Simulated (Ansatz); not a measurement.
Geometry optimisation, RKS BLYP-D4/6-31G* (Ansatz).

Input:

```yaml
crystal:
  periodic: [false, false, false]
  atoms:
    - { symbol: B, position_ang: [-0.3212, -2.3325, -0.4846] }
    - { symbol: O, position_ang: [0.5046, -1.2236, -1.0122] }
    - { symbol: C, position_ang: [0.3798, -0.0846, -0.1891] }
    - { symbol: C, position_ang: [1.6088, 0.8857, -0.5627] }
    - { symbol: O, position_ang: [-0.8317, 0.5533, -0.4132] }
    - { symbol: C, position_ang: [-1.3713, 1.0478, 0.8191] }
    - { symbol: H, position_ang: [-1.4619, -2.3615, -0.8637] }
    - { symbol: H, position_ang: [0.0883, -3.0605, 0.2689] }
    - { symbol: H, position_ang: [0.6014, -0.3552, 0.938] }
    - { symbol: H, position_ang: [1.5092, 1.7779, 0.112] }
    - { symbol: H, position_ang: [2.51, 0.3784, -0.4104] }
    - { symbol: H, position_ang: [1.4443, 1.1977, -1.6021] }
    - { symbol: H, position_ang: [-1.6777, 0.2105, 1.4768] }
    - { symbol: H, position_ang: [-2.3321, 1.599, 0.6205] }
    - { symbol: H, position_ang: [-0.6724, 1.7168, 1.332] }
basis:
  gaussian: { orbitals: "6-31G*" }
hamiltonian:
  xc: blyp
  dispersion: d4
relax:
  f_tol: 0.015
  max_steps: 40
output:
  orbitals: {}
```

Run as:

```bash
$ ansatz run input.yaml --threads 2 --pin off --max-ram 3072MiB --backend cpu --events-out ev --progress --plain --runs-dir out
```

Task: Where does it end, and by what steps?

Result: The forces met the threshold. After 28 steps the energy has fallen by 1.334 eV; H7 moved furthest, 1.60 Å.

```json
{"step": "0", "energy less start (eV)": "0.0000", "largest force component (eV/Å)": "3.520", "accepted": "yes"}
{"step": "1", "energy less start (eV)": "-0.4313", "largest force component (eV/Å)": "1.925", "accepted": "yes"}
{"step": "2", "energy less start (eV)": "-0.6051", "largest force component (eV/Å)": "0.615", "accepted": "yes"}
{"step": "3", "energy less start (eV)": "-0.6816", "largest force component (eV/Å)": "0.467", "accepted": "yes"}
{"step": "4", "energy less start (eV)": "-0.7496", "largest force component (eV/Å)": "0.392", "accepted": "yes"}
{"step": "5", "energy less start (eV)": "-0.8095", "largest force component (eV/Å)": "0.413", "accepted": "yes"}
{"step": "6", "energy less start (eV)": "-0.9229", "largest force component (eV/Å)": "0.627", "accepted": "yes"}
{"step": "7", "energy less start (eV)": "-1.0540", "largest force component (eV/Å)": "0.659", "accepted": "yes"}
{"step": "8", "energy less start (eV)": "-1.1962", "largest force component (eV/Å)": "0.427", "accepted": "yes"}
{"step": "9", "energy less start (eV)": "-1.2694", "largest force component (eV/Å)": "0.419", "accepted": "yes"}
{"step": "10", "energy less start (eV)": "-1.2619", "largest force component (eV/Å)": "0.858", "accepted": "no"}
{"step": "11", "energy less start (eV)": "-1.3048", "largest force component (eV/Å)": "0.248", "accepted": "yes"}
{"step": "12", "energy less start (eV)": "-1.3190", "largest force component (eV/Å)": "0.449", "accepted": "yes"}
{"step": "13", "energy less start (eV)": "-1.3258", "largest force component (eV/Å)": "0.108", "accepted": "yes"}
{"step": "14", "energy less start (eV)": "-1.3274", "largest force component (eV/Å)": "0.037", "accepted": "yes"}
{"step": "15", "energy less start (eV)": "-1.3275", "largest force component (eV/Å)": "0.141", "accepted": "yes"}
{"step": "16", "energy less start (eV)": "-1.3288", "largest force component (eV/Å)": "0.060", "accepted": "yes"}
{"step": "17", "energy less start (eV)": "-1.3300", "largest force component (eV/Å)": "0.062", "accepted": "yes"}
{"step": "18", "energy less start (eV)": "-1.3303", "largest force component (eV/Å)": "0.123", "accepted": "yes"}
{"step": "19", "energy less start (eV)": "-1.3313", "largest force component (eV/Å)": "0.094", "accepted": "yes"}
{"step": "20", "energy less start (eV)": "-1.3314", "largest force component (eV/Å)": "0.094", "accepted": "yes"}
{"step": "21", "energy less start (eV)": "-1.3313", "largest force component (eV/Å)": "0.118", "accepted": "no"}
{"step": "22", "energy less start (eV)": "-1.3328", "largest force component (eV/Å)": "0.044", "accepted": "yes"}
{"step": "23", "energy less start (eV)": "-1.3333", "largest force component (eV/Å)": "0.035", "accepted": "yes"}
{"step": "24", "energy less start (eV)": "-1.3337", "largest force component (eV/Å)": "0.040", "accepted": "yes"}
{"step": "25", "energy less start (eV)": "-1.3316", "largest force component (eV/Å)": "0.238", "accepted": "no"}
{"step": "26", "energy less start (eV)": "-1.3340", "largest force component (eV/Å)": "0.026", "accepted": "yes"}
{"step": "27", "energy less start (eV)": "-1.3341", "largest force component (eV/Å)": "0.022", "accepted": "yes"}
{"step": "28", "energy less start (eV)": "-1.3342", "largest force component (eV/Å)": "0.012", "accepted": "yes"}
```

```xyz
15
Properties=species:S:1:pos:R:3
B -0.290 -2.401 -0.734
O 0.281 -1.212 -1.069
C 0.321 -0.137 -0.113
C 1.443 0.814 -0.527
O -0.967 0.473 -0.170
C -1.280 1.255 0.988
H -0.342 -3.227 -1.605
H -0.687 -2.600 0.389
H 0.488 -0.553 0.904
H 1.497 1.674 0.159
H 2.414 0.294 -0.510
H 1.250 1.181 -1.547
H -1.191 0.658 1.918
H -2.323 1.580 0.866
H -0.636 2.151 1.081
```

The run took 61 s on 2 threads of Arm Neoverse V2, on a shared host, peak memory 0.15 GiB.
